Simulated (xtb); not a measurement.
hexamethyldisilane (C6H18Si2), singlet, at a GFN2-xTB geometry; xtb with GFN1-xTB.

xtb was given this input:
```
$ xtb mol.xyz --gfn 1 --hess --json

# file mol.xyz
26

C     -1.85250354    -0.75341260    -1.64491509
Si    -1.15751455    -0.19252911     0.04867828
C     -2.11542853     1.38464731     0.55933844
C     -1.59427803    -1.55639574     1.31949060
Si     1.15751455     0.19252911    -0.04867828
C      1.85250354     0.75341260     1.64491509
C      1.59427803     1.55639574    -1.31949060
C      2.11542853    -1.38464731    -0.55933844
H     -1.38122298    -1.67339640    -1.97770833
H     -1.67730056    -0.00252223    -2.40956825
H     -2.92336754    -0.93233716    -1.60300705
H     -3.18676964     1.20960247     0.60524631
H     -1.80050263     1.73611210     1.53735739
H     -1.94720648     2.19230528    -0.14678963
H     -2.66467346    -1.73677739     1.36677783
H     -1.11614133    -2.49769952     1.06540523
H     -1.26551507    -1.28301853     2.31769233
H      2.92336754     0.93233716     1.60300705
H      1.38122298     1.67339640     1.97770833
H      1.67730056     0.00252223     2.40956825
H      1.26551507     1.28301853    -2.31769233
H      1.11614133     2.49769952    -1.06540523
H      2.66467346     1.73677739    -1.36677783
H      1.80050263    -1.73611210    -1.53735739
H      1.94720648    -2.19230528     0.14678963
H      3.18676964    -1.20960247    -0.60524631
```

Problem. Write the output that xtb gives for this input, abridged.

Solution. 
```
   ID    Z sym.   atoms
    1    6 C      1, 3, 4, 6-8
    2   14 Si     2, 5
    3    1 H      9-26

           -------------------------------------------------
          |                Calculation Setup                |
           -------------------------------------------------

           -------------------------------------------------
          |                 G F N 1 - x T B                 |
           -------------------------------------------------

          ...................................................
          :                      SETUP                      :
          :.................................................:
          :  # basis functions                  80          :
          :  # atomic orbitals                  78          :
          :  # shells                           54          :
          :  # electrons                        50          :
          :  # halogen bonds                     0          :
          :  max. iterations                   250          :
          :  Hamiltonian                  GFN1-xTB          :
          :  restarted?                      false          :
          :  GBSA solvation                  false          :
          :  PC potential                    false          :
          :  electronic temp.          300.0000000     K    :
          :  accuracy                    1.0000000          :
          :  -> integral cutoff          0.2500000E+02      :
          :  -> integral neglect         0.1000000E-07      :
          :  -> SCF convergence          0.1000000E-05 Eh   :
          :  -> wf. convergence          0.2000000E-04 e    :
          :  Broyden damping             0.4000000          :
          :  net charge                          0          :
          :  unpaired electrons                  0          :
          ...................................................

 iter      E             dE          RMSdq      gap      omega  full diag
   1    -26.4454075 -0.264454E+02  0.777E+00    4.79       0.0  T
   2    -26.4551335 -0.972601E-02  0.473E+00    4.72       1.0  T
   3    -26.4552531 -0.119616E-03  0.359E-01    4.79       1.0  T
   4    -26.4562873 -0.103416E-02  0.812E-02    4.74       1.0  T
   5    -26.4563996 -0.112322E-03  0.976E-03    4.76       2.0  T
   6    -26.4563996 -0.597591E-07  0.306E-03    4.75       6.4  T
   7    -26.4563997 -0.489272E-07  0.449E-05    4.75     437.1  T
   8    -26.4563997 -0.189964E-10  0.144E-05    4.75    1363.0  T

   *** convergence criteria satisfied after 8 iterations ***

         :::::::::::::::::::::::::::::::::::::::::::::::::::::
         ::                     SUMMARY                     ::
         :::::::::::::::::::::::::::::::::::::::::::::::::::::
         :: total energy             -26.089760637294 Eh    ::
         :: gradient norm              0.035116397860 Eh/a0 ::
         :: HOMO-LUMO gap              4.754832562795 eV    ::
         ::.................................................::
         :: SCC energy               -26.456399687322 Eh    ::
         :: -> electrostatic           0.004996001433 Eh    ::
         :: repulsion energy           0.379387703598 Eh    ::
         :: dispersion energy         -0.012748653570 Eh    ::
         :: halogen bond corr.         0.000000000000 Eh    ::
         :: add. restraining           0.000000000000 Eh    ::
         :: total charge               0.000000000000 e     ::
         :::::::::::::::::::::::::::::::::::::::::::::::::::::

           -------------------------------------------------
          |                Numerical Hessian                |
           -------------------------------------------------
step length          :   0.00500
SCC accuracy         :   0.30000
Hessian scale factor :   1.00000
frozen atoms in %    :   0.00000    0
RMS gradient         :   0.03512 !! INCOMPLETELY OPTIMIZED GEOMETRY !!
estimated CPU  time      0.18 min

writing file <hessian>.

[...]

          ...................................................
          :                      SETUP                      :
          :.................................................:
          :  # frequencies                          63      :
          :  # imaginary freq.                       9      :
          :  linear?                             false      :
          :  only rotor calc.                    false      :
          :  symmetry                              d3d      :
          :  rotational number                       6      :
          :  scaling factor                  1.0000000      :
          :  rotor cutoff                   50.0000000 cm⁻¹ :
          :  imag. cutoff                  -20.0000000 cm⁻¹ :
          :.................................................:

    mode    ω/cm⁻¹     T·S(HO)/kcal·mol⁻¹    T·S(FR)/kcal·mol⁻¹   T·S(vib)
   ------------------------------------------------------------------------
       1    119.38    -0.92735 ( 97.01%)    -0.79864 (  2.99%)    -0.92351
       2    119.39    -0.92733 ( 97.02%)    -0.79864 (  2.98%)    -0.92349
       3    133.86    -0.86158 ( 98.09%)    -0.76473 (  1.91%)    -0.85973
       4    139.66    -0.83738 ( 98.38%)    -0.75219 (  1.62%)    -0.83600
       5    139.68    -0.83728 ( 98.38%)    -0.75214 (  1.62%)    -0.83590
       6    160.58    -0.75819 ( 99.07%)    -0.71085 (  0.93%)    -0.75775
       7    184.16    -0.68152 ( 99.46%)    -0.67026 (  0.54%)    -0.68146
       8    184.17    -0.68149 ( 99.46%)    -0.67025 (  0.54%)    -0.68143
   ------------------------------------------------------------------------

   temp. (K)  partition function   enthalpy   heat capacity  entropy
                                   cal/mol     cal/K/mol   cal/K/mol   J/K/mol
 298.15  VIB   653.                 5052.087     35.165     29.783
         ROT  0.132E+06              888.752      2.981     26.408
         INT  0.860E+08             5940.839     38.146     56.190
         TR   0.171E+28             1481.254      4.968     40.835
         TOT                        7422.0929    43.1143    97.0256   405.9552

       T/K    H(0)-H(T)+PV         H(T)/Eh          T*S/Eh         G(T)/Eh
   ------------------------------------------------------------------------
    298.15    0.118279E-01    0.225111E+00    0.461000E-01    0.179011E+00
   ------------------------------------------------------------------------

         :::::::::::::::::::::::::::::::::::::::::::::::::::::
         ::                  THERMODYNAMIC                  ::
         :::::::::::::::::::::::::::::::::::::::::::::::::::::
         :: total free energy         -25.910749910731 Eh   ::
         ::.................................................::
         :: total energy              -26.089760637296 Eh   ::
         :: zero point energy           0.213282874599 Eh   ::
         :: G(RRHO) w/o ZPVE           -0.034272148034 Eh   ::
         :: G(RRHO) contrib.            0.179010726565 Eh   ::
         :::::::::::::::::::::::::::::::::::::::::::::::::::::
imag cut-off (cm-1) :    5.00
 found            9  significant imaginary frequencies
 writing imag mode distorted coords to xtbhess.xyz
 for further optimization.

           -------------------------------------------------
          | TOTAL ENERGY              -26.089760637296 Eh   |
          | TOTAL ENTHALPY            -25.864649904852 Eh   |
          | TOTAL FREE ENERGY         -25.910749910731 Eh   |
          | GRADIENT NORM               0.035116368318 Eh/α |
          | HOMO-LUMO GAP               4.754831834495 eV   |
           -------------------------------------------------
########################################################################
[WARNING] Runtime exception occurred
-1- hessian_numhess: Hessian on incompletely optimized geometry!
########################################################################

normal termination of xtb
```
